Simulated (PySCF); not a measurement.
C5H12Si, SMILES CCC/C=C\[SiH3].

Geometry optimised at PBE-D3(BJ)/def2-SVP. The structure was generated by enumeration; whether it is a known compound was not checked. One conformer was computed; it need not be the lowest.

Two levels are set side by side: TDA-PBE/def2-SVPD (PySCF) and TDA-CAM-B3LYP/def2-SVPD (PySCF). Vertical, same geometry. The lowest singlet is HOMO−1→LUMO 97 % with PBE and HOMO−1→LUMO 87 % with the other functional; states are paired by order. Differences are taken from unrounded values.

| quantity | TDA-CAM-B3LYP |
|---|---|
| lowest singlet excitation (eV) | 6.66 |
| lowest triplet excitation (TDA) (eV) | 3.94 |
| first bright state (f over 0.05) (eV) | 6.79 |
| its oscillator strength | 0.47 |

Question: What does TDA-PBE give, and how far is it from TDA-CAM-B3LYP? (The exact figures need the calculation; the answer reports its results.)

Answer: 
```json
[
 {"quantity": "lowest singlet excitation (eV)", "TDA-PBE": "6.00", "TDA-PBE minus TDA-CAM-B3LYP": "-0.66"},
 {"quantity": "lowest triplet excitation (TDA) (eV)", "TDA-PBE": "3.98", "TDA-PBE minus TDA-CAM-B3LYP": "0.05"},
 {"quantity": "first bright state (f over 0.05) (eV)", "TDA-PBE": "6.08", "TDA-PBE minus TDA-CAM-B3LYP": "-0.71"},
 {"quantity": "its oscillator strength", "TDA-PBE": "0.22", "TDA-PBE minus TDA-CAM-B3LYP": "-0.25"}
]
```

A lower first singlet is the usual sign of a functional without exact exchange. Differences between two approximate levels are no errors against the true value.

Rough cost on one machine, each run with all the roots and properties that it gave: TDA-CAM-B3LYP against TDA-PBE about 4 times.
